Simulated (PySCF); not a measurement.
What happened in this job?

A geometry optimisation on C2H4AlBrClN, SMILES `CC#[N+][Al@@H-]([Cl])[Br]`. Computed with PySCF 2.14.0, PBE0-D3(BJ)/def2-SVP geometry optimisation, gas phase.

Driver input (Å, GFN2-xTB start):

```
{"job": {"xc": "PBE0", "basis": "def2-SVP", "d3": "d3bj", "grid": 1, "shake": 0.01, "kind": "geom"}, "charge": 0, "multiplicity": 1}
C     -1.7830     0.5045     1.0889
C     -0.7544     0.2550     0.1741
N      0.0814     0.0280    -0.5679
Al     1.9296    -0.5803    -1.2539
Cl     2.7718     1.1683    -1.8045
Br     2.5131    -1.6107     0.6826
H     -2.3521     1.4070     0.7620
H     -2.4544    -0.3265     1.1232
H     -1.3838     0.7123     2.0945
H      1.4822    -1.5786    -2.3201
```

Output:

```
step   0  E = -3408.95302028  max force = 0.035124
step   1  E = -3408.96242802  max force = 0.005100
step   2  E = -3408.96292574  max force = 0.002192
step   3  E = -3408.96302187  max force = 0.005733
step   4  E = -3408.96318241  max force = 0.001458
step   5  E = -3408.96318900  max force = 0.000847
step   6  E = -3408.96316692  max force = 0.000779
step   7  E = -3408.96318919  max force = 0.000542
step   8  E = -3408.96319354  max force = 0.000523
step   9  E = -3408.96320316  max force = 0.000487
step  10  E = -3408.96319470  max force = 0.000625
step  11  E = -3408.96319548  max force = 0.000589
step  12  E = -3408.96319532  max force = 0.000584
step  13  E = -3408.96319522  max force = 0.000582
step  14  E = -3408.96319516  max force = 0.000580
step  15  E = -3408.96319513  max force = 0.000579
step  16  E = -3408.96319509  max force = 0.000580
step  17  E = -3408.96319505  max force = 0.000581
step  18  E = -3408.96319500  max force = 0.000580
step  19  E = -3408.96319496  max force = 0.000580
step  20  E = -3408.96319492  max force = 0.000579
step  21  E = -3408.96319487  max force = 0.000581
step  22  E = -3408.96319483  max force = 0.000581
step  23  E = -3408.96319478  max force = 0.000582
step  24  E = -3408.96319473  max force = 0.000582
step  25  E = -3408.96319468  max force = 0.000582
step  26  E = -3408.96319463  max force = 0.000582
step  27  E = -3408.96319458  max force = 0.000580
step  28  E = -3408.96319452  max force = 0.000585
step  29  E = -3408.96319447  max force = 0.000585
step  30  E = -3408.96319441  max force = 0.000586
step  31  E = -3408.96319436  max force = 0.000586
step  32  E = -3408.96319430  max force = 0.000586
step  33  E = -3408.96319424  max force = 0.000587
step  34  E = -3408.96319418  max force = 0.000585
step  35  E = -3408.96319412  max force = 0.000589
step  36  E = -3408.96319405  max force = 0.000590
step  37  E = -3408.96319399  max force = 0.000591
step  38  E = -3408.96319392  max force = 0.000591
step  39  E = -3408.96319386  max force = 0.000591
step  40  E = -3408.96319379  max force = 0.000592
step  41  E = -3408.96319372  max force = 0.000591
step  42  E = -3408.96319365  max force = 0.000594
step  43  E = -3408.96319357  max force = 0.000595
step  44  E = -3408.96319350  max force = 0.000596
step  45  E = -3408.96319342  max force = 0.000595
optimisation not converged
```

Energies are in Eh and forces in Eh/bohr.

Can the results be trusted, and what went wrong?

Not as they stand: step limit reached with the energy nearly constant. After 46 gradient evaluations the largest force component was 0.00060 Eh/bohr against a threshold of 0.00045, and over the last 5 steps the energy changed by 0.000 kcal/mol in all, within a range of 0.000 kcal/mol, the last step by 0.000 kcal/mol. The energy rose in 2 of the 45 steps.

What would you do next?

Restart from the last geometry, if need be with a computed Hessian or a finer grid, and confirm the end point by frequencies.
